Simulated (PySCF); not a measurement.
Computed shifts of a molecule C₃H₆O, PBE/pcSseg-1 (PySCF), GIAO, gas phase, equivalent atoms averaged, in ppm (number of nuclei): ¹³C: 159.9 (1), 92.6 (1), 62.8 (1). ¹H: 6.33 (1), 4.73 (1), 4.34 (1), 3.89 (3). References: ¹³C against TMS (σ = 182.0 ppm); ¹⁷O against H2O (σ = 334.3 ppm); ¹H against TMS (σ = 31.49 ppm), references at their B3LYP-D3(BJ)/def2-TZVP geometries, non-relativistic. Coordinates come from a B3LYP-D3(BJ)/def2-SVP optimisation. One conformer was computed; it need not be the lowest.

Q: Which molecule gave these data?
(A) CC(C)=O
(B) OC1CC1
(C) C=COC
(D) C1COC1

A: C, C=COC
